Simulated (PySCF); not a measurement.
C2H7NPSi (doublet state).
Geometry (GFN2-xTB, Å), atoms numbered from 1 in this order:
```
atom  x, y, z in Å
C1    -2.514    0.319    0.000
N2    -1.188    0.006   -0.401
C3    -0.246   -0.541    0.148
Si4    1.527   -0.951   -0.139
P5     2.593    0.504    1.216
H6    -3.201   -0.170   -0.692
H7    -2.651    1.398   -0.090
H8    -2.742    0.006    1.024
H9     2.214   -0.930   -1.443
H10    1.670   -2.286    0.451
H11    3.040    1.332    0.204
H12    1.499    1.312    1.461
```

The hyperfine couplings belong to this conformer and change with its torsions.

As a line formula: `[SiH2](/[C]=N/C)P` [radical].

The calculation used UKS B3LYP, pcH-1 on C H N P Si, non-relativistic, mean-field spin-orbit, GIAO (PySCF 2.14.0). One conformer (not necessarily the lowest) at the GFN2-xTB geometry, without solvent, vibrations or thermal averaging. GFN2-xTB frequencies show an imaginary mode (81i cm⁻¹), so this geometry is no minimum at that level. A GFN2-xTB geometry isn't a minimum of the functional, and hyperfine couplings can be far from their values at a DFT geometry. Stability of the SCF solution: not tested.

Principal values of hyperfine tensors in MHz (contact, dipolar and spin–orbit terms together), for some of the nuclei:

```csv
atom,isotope,A1,A2,A3
Si4,29Si,-178.48,-145.88,-139.37
C3,13C,47.41,49.85,189.90
H9,1H,85.84,87.70,93.58
C1,13C,80.08,81.07,97.45
H8,1H,30.77,34.48,43.02
P5,31P,18.18,21.94,23.04
H7,1H,-9.42,-8.10,4.43
H10,1H,-7.38,-5.37,2.77
```

Task: Split each tensor into its isotropic and traceless parts, and turn a_iso into mT with g = 2.0012.

Result: a_iso = (A1 + A2 + A3)/3, Ti = Ai − a_iso; 1 mT corresponds to 28.010 MHz. The tensors hold a spin–orbit part: the run splits a_iso into a_FC + a_SO, and T includes its anisotropic share.

| atom | a_iso (MHz) | a_FC | a_SO | a_iso (mT) | T1 | T2 | T3 |
| --- | --- | --- | --- | --- | --- | --- | --- |
| Si4 | -154.58 | -154.72 | 0.14 | -5.519 | -23.90 | 8.70 | 15.21 |
| C3 | 95.72 | 95.98 | -0.26 | 3.417 | -48.31 | -45.87 | 94.18 |
| H9 | 89.04 | 89.04 | 0.00 | 3.179 | -3.20 | -1.34 | 4.54 |
| C1 | 86.20 | 86.21 | -0.01 | 3.077 | -6.12 | -5.13 | 11.25 |
| H8 | 36.09 | 36.09 | 0.00 | 1.289 | -5.32 | -1.61 | 6.93 |
| P5 | 21.05 | 21.02 | 0.03 | 0.752 | -2.87 | 0.89 | 1.99 |
| H7 | -4.36 | -4.36 | 0.00 | -0.156 | -5.05 | -3.74 | 8.79 |
| H10 | -3.33 | -3.32 | 0.00 | -0.119 | -4.05 | -2.04 | 6.09 |

Task: What spin density at the nucleus of C1 lies behind its contact coupling (g_N = 1.40482)?

Result: a_FC = 800.24 MHz bohr³ × g_N × ρ(0)/(2S). With a_FC = 86.21 MHz and 2S = 1, ρ(0) = 0.07669 bohr⁻³.

Task: N2 (14N, g_N = 0.40376) isn't in the table. Its spin density at the nucleus is 0.0865 bohr⁻³. What is its contact coupling?

Result: By the same relation, a_FC = 27.9 MHz. The spin–orbit term adds -0.09 MHz. Its full tensor has the principal values 11.58, 13.24, 58.75 MHz.

Task: Name the largest traceless tensor T of the table and describe it.

Result: C3: -48.3, -45.9, 94.2 MHz (the dipolar term alone has -47.9, -46.1, 93.9), nearly axial, close to the ratio −1:−1:+2, the form that spin in one p orbital centred on that nucleus gives.

Task: In a single crystal, with the field along each principal axis of the tensor of Si4 in turn, what first-order splitting does this nucleus give (isotropic g, quadrupole terms neglected)?

Result: 2 lines (I = 1/2), spaced by |A_i|/(g × 13.996): 6.37, 5.21, 4.98 mT along the axes of A1, A2 and A3.
